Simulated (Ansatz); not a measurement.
Basis-set series for CH8NPSSi, SMILES `C[SiH2]NPS`. Charge 0, multiplicity 1. All single points use the PBE0-D4/def2-TZVP geometry. It is one conformer, not always the lowest.

```xyz
13

C    -1.4587   -0.0733   -1.1238
Si   -0.7299    0.6711    0.4213
N     0.9649    1.0412    0.2839
P     2.2805    0.0679    0.7193
S     2.0824   -1.8193   -0.2565
H    -1.3914    0.6261   -1.9612
H    -0.9270   -0.9852   -1.4033
H    -2.5145   -0.3152   -0.9731
H    -0.8258   -0.2849    1.5570
H    -1.4583    1.9252    0.7572
H     1.2390    1.7979   -0.3261
H     1.7751   -0.3874    1.9616
H     0.9638   -2.2641    0.3439
```

| functional | basis | functions | energy (Eh) | HOMO (eV) | LUMO (eV) |
| --- | --- | --- | --- | --- | --- |
| PBE0-D4 | def2-SVP | 122 | -1125.86442 | -7.17 | 0.36 |
| PBE0-D4 | def2-TZVPP | 300 | -1126.34425 | -7.29 | -0.08 |
| ωB97M-V | def2-SVP | 122 | -1126.23776 | -9.32 | 2.33 |
| ωB97M-V | def2-TZVPP | 300 | -1126.72314 | -9.44 | 1.67 |

**Question.** Give the rows for def2-QZVPP. (Estimate.)

**Answer.** Ansatz gave: 
```tsv
functional	basis	functions	energy (Eh)	HOMO (eV)	LUMO (eV)
PBE0-D4	def2-QZVPP	564	-1126.38350	-7.32	-0.23
ωB97M-V	def2-QZVPP	564	-1126.76022	-9.47	1.27
```

Positive LUMOs are unbound and depend on the basis.
